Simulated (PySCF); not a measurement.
Isomers of C6H8O2S, one conformer each; single-point electronic energies without zero-point terms and without any empirical dispersion term.

Level: PBE0/def2-SVPD in PySCF, non-relativistic, each on one gas-phase PBE0-D3(BJ)/def2-SVP geometry that isn't relaxed in the solvent. The solvent is an IEF-PCM continuum (van der Waals radii × 1.2). Specific hydrogen bonds and non-electrostatic terms are outside this model.

| isomer | relative energy, gas (kJ/mol) | dipole (D) |
| --- | --- | --- |
| `C=COC(=O)CC(C)=S` | 0.0 | 2.83 |
| `CS(=O)(=O)C1=CCC=C1` | 163.1 | 5.36 |

Task: How do the relative energies look in dichloromethane (ε = 8.93)?

Result: 
```tsv
isomer	relative energy, solvent (kJ/mol)	E(solvent) − E(gas) (kJ/mol)	dipole in solvent (D)
`C=COC(=O)CC(C)=S`	0.0	-23.1	3.87
`CS(=O)(=O)C1=CCC=C1`	144.9	-41.4	6.85
```

The order is unchanged. Conformers: `[CH2:1]=[CH:2][O:3][C:4](=[O:5])[CH2:6][C:7]([CH3:8])=[S:9]` with C1–C2–O3–C4 -178°, C2–O3–C4–O5 -1°, O3–C4–C6–C7 157°, C4–C6–C7–C8 67°; `[CH3:1][S:2](=[O:3])(=[O:4])[C:5]1=[CH:6][CH2:7][CH:8]=[CH:9]1` with C1–S2–C5–C6 -106°. `CS(=O)(=O)C1=CCC=C1` gains most from the continuum, and it has the largest gas-phase dipole. The gains span 18.3 kJ/mol, the gas-phase energies 163.1 kJ/mol.
